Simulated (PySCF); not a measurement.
Compound: C3H5F2OS (doublet state).
SMILES with atom numbers: `[O:1]=[S@@:2]([CH:3][CH2:4][F:5])[CH2:6][F:7]` (hydrogens: H8 on C3; H9, H10 on C4; H11, H12 on C6)

Structure used (GFN2-xTB), in Å, numbered top down from 1:
```xyz
12
C3H5F2OS angstrom
O      0.1827   -1.7434   -0.8963
S      0.4673   -0.3291   -1.1103
C     -0.6151    0.5911   -0.0999
C     -1.8351   -0.0327    0.4304
F     -2.9754    0.6632    0.0820
C      2.0549   -0.0327   -0.0843
F      2.3100    1.2941   -0.0136
H     -0.5898    1.6574   -0.2410
H     -1.8293   -0.0523    1.5321
H     -1.9409   -1.0577    0.0551
H      1.8930   -0.4287    0.9189
H      2.8789   -0.5296   -0.5992
```

The hyperfine couplings belong to this conformer and change with its torsions.

The calculation used UKS B3LYP, pcH-1 on C F H O S, non-relativistic, mean-field spin-orbit, GIAO (PySCF). One conformer (not necessarily the lowest) at the GFN2-xTB geometry, without solvent, vibrations or thermal averaging. The geometry wasn't refined by DFT: couplings that depend on bond lengths, twists or pyramidal angles can differ widely from those at the functional's own minimum. Stability of the SCF solution: not tested.

Problem. Predict the first-order ENDOR lines of C6, C3, C4, F5, F7, H9, H8, H10, H12 and H11 under fast tumbling at B = 1213.8 mT (Q band).

Solution. ν± = |νn ± a/2|, one line for each electron-spin manifold; νn = |g_N| × 7.62259 MHz/T × B.

```
nuclei  isotope     g_N  νn (MHz)  a_iso (MHz)  lower line (MHz)  upper line (MHz)
    C6      13C  1.4048     13.00       100.20             37.10             63.10
    C3      13C  1.4048     13.00        99.88             36.94             62.94
    C4      13C  1.4048     13.00       -20.87              2.56             23.43
    F5      19F  5.2577     48.65       116.88              9.79            107.09
    F7      19F  5.2577     48.65        12.24             42.52             54.77
    H9       1H  5.5857     51.68       112.35              4.50            107.86
    H8       1H  5.5857     51.68       -49.90             26.73             76.63
   H10       1H  5.5857     51.68        31.64             35.86             67.50
   H12       1H  5.5857     51.68         4.44             49.46             53.90
   H11       1H  5.5857     51.68        -2.47             50.44             52.92
```

The rows for 13C, of low natural abundance, apply to labelled samples.

Problem. Which pairs are centred on the nuclear Larmor frequency, and which on half the coupling?

Solution. Centred on νn, since |a| < 2νn: C4, F7, H8, H10, H12 and H11. Centred on |a|/2 and split by 2νn: C6, C3, F5 and H9.

Problem. At what field would the lower line of C6 fall to zero frequency?

Solution. Where νn = |a|/2, that is B = 50.10 MHz/(1.4048 × 7.62259 MHz/T) = 4680 mT, as far as first order holds there.

The Mulliken spin populations are largest on C3 (+0.87) and C6 (+0.09). C3 is the only atom above +0.15. The angles at C3 add up to 354.9°, so it is nearly planar; its axial dipolar tensor and the negative coupling of its proton fit spin in a p orbital normal to that plane.
